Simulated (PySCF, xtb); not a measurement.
Al(OH)(OMe)(SeH) (CH₅AlO₂Se), SMILES C[O][Al]([OH])[SeH].

xtb with GFN2-xTB at its own geometry gives an orbital gap of 3.43 eV and a dipole moment of 2.89 D.

The structure is a stationary point at r2SCAN-D4/def2-SVP. Other conformers were not sampled.

Question: What does M06-2X/def2-TZVP (PySCF) give? (An estimate is asked for; the answer gives what the named calculation found.)

Answer: gap 8.32 eV (levels -8.23 and 0.09 eV), dipole 2.76 D.
